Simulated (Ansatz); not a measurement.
A series at Ga: from gallium trichloride, ligands are replaced one by one, each step taking up NH₃ and setting free HCl; n counts the steps. Ansatz, PBE0-D4/def2-TZVP geometries. Each molecule was computed in one conformer, which needn't be the lowest.

CBS adds triple-zeta CCSD(T) − MP2 to the MP2 limit, frozen cores; atoms without spin–orbit coupling. Outer-core shells of Ga are correlated without core-valence functions. Scalar relativity is left out up to krypton. Spin–orbit coupling is left out.

```csv
n,molecule,"atomization energy, CCSD(T)/CBS (kJ/mol)"
0,`[Cl][Ga]([Cl])[Cl]`,1106.0
1,`[NH2][Ga]([Cl])[Cl]`,1845.3
2,`[NH2][Ga]([NH2])[Cl]`,2568.3
3,`[NH2][Ga]([NH2])[NH2]`,?
```

Q: By hand: fit a straight line y = ȳ + b (n − n̄) to the 3 given rows and predict n = 3.

A: n̄ = 1.000, ȳ = 1839.87; Σ(n − n̄)(y − ȳ) = 1462.30, Σ(n − n̄)² = 2.000, so b = 731.15 kJ/mol a step. Prediction: 1839.87 + (731.15) × (2.000) = 3302.2 kJ/mol.

Q: By hand: compare with the computed value, 3275.7 kJ/mol, and give the steps along the whole series.

A: The line misses by -26.5 kJ/mol (computed minus predicted). Steps: 739.3, 723.0, 707.4 kJ/mol.

The steps differ by up to 31.9 kJ/mol, small against a whole step but well beyond the method's doubt, so the ligands' effects don't simply add. The miss is 1.2 % of the series' range. The energies themselves are unsure by some kJ/mol a bond, though much of that is common to the series.
